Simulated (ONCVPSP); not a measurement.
# Transferability test, ONCV potential for silicon

ONCVPSP 4.0.1 input, shortened (lines: element, Z, core and valence counts, functional; n l f; lmax; l rc ep ncon nbas qcut; lloc lpopt rc5 dvloc0; l nproj debl; icmod fcfact rcfact), PBE, scalar-relativistic:

```
  Si 14.00    3    2        4      upf
    1    0    2.00
    2    0    2.00
    2    1    6.00
    3    0    2.00
    3    1    2.00
    2
    0    1.78    0.00    4    8    4.10
    1    1.72    0.00    4    8    5.20
    2    1.78    0.21    5    9    7.10
    4    2    1.62    2.00
    0    2    1.10
    1    1    0.80
    2    2    1.00
    3    2.00    1.45
```

Energies are relative to the spin-unpolarised reference configuration 3s2 3p2; without spin polarisation the order of configurations can differ from experiment.

```csv
valence configuration,charge,ΔE all-electron (eV),error AE − PS (meV)
3s2 3p1,+1,7.740,+0.7
3s2 3p0,+2,23.733,-0.7
3s1 3p0,+3,57.704,+8.5
```

(1) What are ΔE and the potential's error for 3s0 3p4?

Results:

(1) ΔE = 13.778 eV all-electron; the error (AE − PS) is -4.7 meV.
